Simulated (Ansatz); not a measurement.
Consider the ligand exchange at the In–S bond: `C[S][InH2]` + `N=C(O)O` → `N=C(O)[O][InH2]` + CH₃SH.

Calculated with Ansatz (gas phase, PBE0-D4/def2-TZVP geometries, no zero-point term in ΔE). CCSD(T)/CBS adds triple-zeta CCSD(T) − MP2 to the extrapolated MP2 energy (def2 sets, frozen cores). This one scheme is used for every species. DFT in def2-TZVPP. def2 core potentials past Kr. For In outer-core shells are correlated without core-valence functions, which leaves a few kJ/mol of doubt a bond. One conformer a species, not always the lowest.

CCSD(T)/CBS gives +31.9 kJ/mol.

Another level gave +42.4 kJ/mol. Which?
A. RPA@PBE/def2-TZVPP
B. LDA (SPW92)/def2-TZVPP
C. PBE/def2-TZVPP
D. CCSD(T)/def2-TZVPP

C. PBE 42.4, CCSD(T)/def2-TZVPP 32.6, RPA@PBE/def2-TZVPP 27.2, LDA (SPW92) 47.2 kJ/mol.

Largest T1 diagnostic among the species: 0.016.

Leaving LDA and LC-ωPBE aside and taking each functional with its dispersion term where it has one, the values, not all of them listed here, spread over 14.2 kJ/mol, from CAM-B3LYP-D4 to HSE06-D4. LDA lies +4.8 kJ/mol from PBE without D4.
